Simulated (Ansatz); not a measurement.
H₇N₂PSn, SMILES `N[P](N)[SnH3]`. Total charge 0; spin multiplicity 1. Sn: def2 effective core potential. The structure was optimised at the PBE0-D4/def2-TZVP level. It is a higher conformer; a search finds a lower one.

```xyz
11

N    -0.964    1.184    0.934
P     0.513    0.332    0.928
N     1.525    0.876   -0.332
Sn   -0.329   -1.724   -0.229
H    -1.492    1.329    0.086
H    -1.002    1.989    1.541
H     2.187    1.595   -0.083
H     1.176    0.999   -1.271
H    -1.525   -2.509    0.702
H     0.944   -2.814   -0.548
H    -1.032   -1.257   -1.728
```

Task: What is the dipole moment at PBE/def2-TZVPP? (An estimate is asked.)

Result: Ansatz gave: 2.79 D, with components (-0.21, 2.59, -1.04) D in this frame, pointing from negative to positive charge.

Task: And with r2SCAN, B3LYP, ωB97M-V? (Best estimate.)

Result: The calculation gave: r2SCAN 2.82 D, B3LYP 2.74 D, ωB97M-V 2.70 D.

Task: Give the Mulliken charges with PBE, r2SCAN, B3LYP in def2-TZVPP. (An estimate is asked.)

Result: Ansatz gave: 
```tsv
atom	PBE	r2SCAN	B3LYP
N1	-0.33	-0.38	-0.36
P2	-0.02	0.03	0.07
N3	-0.33	-0.38	-0.36
Sn4	0.46	0.50	0.52
H5	0.14	0.15	0.13
H6	0.15	0.16	0.14
H7	0.15	0.16	0.14
H8	0.14	0.15	0.13
H9	-0.11	-0.12	-0.13
H10	-0.11	-0.12	-0.13
H11	-0.13	-0.14	-0.15
```

B3LYP here is the variant with VWN-RPA as its local correlation; programs differ in this.
